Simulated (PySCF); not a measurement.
Isomers of C3H12NPSi2, mass 149.025 u with the commonest isotopes. The calculation used CAM-B3LYP/def2-SVPD in PySCF (dipole) on a GFN2-xTB geometry, gas phase. One conformer each, none proved a minimum here; rigid rotors.

Question: Order these by rotational constant A, largest first.
A. `[CH2:1]=[CH:2][SiH2:3][Si@:4]([CH3:5])([NH2:6])[PH2:7]` with C1–C2–Si3–Si4 -117°, C2–Si3–Si4–C5 58°, Si3–Si4–N6–H 165° and -60°, Si3–Si4–P7–H -54° and 39°
B. `[SiH3:1][N:2]([SiH3:3])[P:4]1[CH2:5][CH2:6][CH2:7]1` with Si1–N2–P4–C5 -137°, N2–P4–C5–C6 117°, P4–C5–C6–C7 -21°, C5–C6–C7–P4 21°, N2–P4–C7–C6 -117°
C. `[CH3:1][N:2]1[CH2:3][SiH2:4][Si@H:5]([PH2:6])[CH2:7]1` with Si4–Si5–P6–H 85° and -8°, C1–N2–C3–Si4 -74°, N2–C3–Si4–Si5 -27°, C3–Si4–Si5–P6 116°, Si4–Si5–C7–N2 25°

Answer: A (2275 MHz), B (2116 MHz), C (2025 MHz).

Question: Order these by rotational constant C, smallest first.
A. `[SiH3:1][N:2]([SiH3:3])[P:4]1[CH2:5][CH2:6][CH2:7]1` with Si1–N2–P4–C5 -137°, N2–P4–C5–C6 117°, P4–C5–C6–C7 -21°, C5–C6–C7–P4 21°, N2–P4–C7–C6 -117°
B. `[CH2:1]=[CH:2][SiH2:3][Si@:4]([CH3:5])([NH2:6])[PH2:7]` with C1–C2–Si3–Si4 -117°, C2–Si3–Si4–C5 58°, Si3–Si4–N6–H 165° and -60°, Si3–Si4–P7–H -54° and 39°
C. `[CH3:1][N:2]1[CH2:3][SiH2:4][Si@H:5]([PH2:6])[CH2:7]1` with Si4–Si5–P6–H 85° and -8°, C1–N2–C3–Si4 -74°, N2–C3–Si4–Si5 -27°, C3–Si4–Si5–P6 116°, Si4–Si5–C7–N2 25°

Answer: B (679.3 MHz), A (855.0 MHz), C (888.0 MHz).

Question: Order these by rotational constant B, largest first.
A. `[SiH3:1][N:2]([SiH3:3])[P:4]1[CH2:5][CH2:6][CH2:7]1` with Si1–N2–P4–C5 -137°, N2–P4–C5–C6 117°, P4–C5–C6–C7 -21°, C5–C6–C7–P4 21°, N2–P4–C7–C6 -117°
B. `[CH3:1][N:2]1[CH2:3][SiH2:4][Si@H:5]([PH2:6])[CH2:7]1` with Si4–Si5–P6–H 85° and -8°, C1–N2–C3–Si4 -74°, N2–C3–Si4–Si5 -27°, C3–Si4–Si5–P6 116°, Si4–Si5–C7–N2 25°
C. `[CH2:1]=[CH:2][SiH2:3][Si@:4]([CH3:5])([NH2:6])[PH2:7]` with C1–C2–Si3–Si4 -117°, C2–Si3–Si4–C5 58°, Si3–Si4–N6–H 165° and -60°, Si3–Si4–P7–H -54° and 39°

Answer: A (1158 MHz), B (1070 MHz), C (727.5 MHz).

```json
{"SMILES": "CN1C[SiH2][Si@H](P)C1", "point group": "C1", "Ia (u·Å²)": "249.52", "Ib (u·Å²)": "472.28", "Ic (u·Å²)": "569.12", "κ": "-0.68", "μa (D)": "0.44", "μb (D)": "0.45", "μc (D)": "0.36"}
{"SMILES": "C=C[SiH2][Si@](C)(N)P", "point group": "C1", "Ia (u·Å²)": "222.13", "Ib (u·Å²)": "694.67", "Ic (u·Å²)": "743.93", "κ": "-0.94", "μa (D)": "0.42", "μb (D)": "0.73", "μc (D)": "0.39"}
{"SMILES": "[SiH3]N([SiH3])P1CCC1", "point group": "near Cs", "Ia (u·Å²)": "238.87", "Ib (u·Å²)": "436.45", "Ic (u·Å²)": "591.08", "κ": "-0.52", "μa (D)": "0.45", "μb (D)": "0.06", "μc (D)": "0.93"}
```
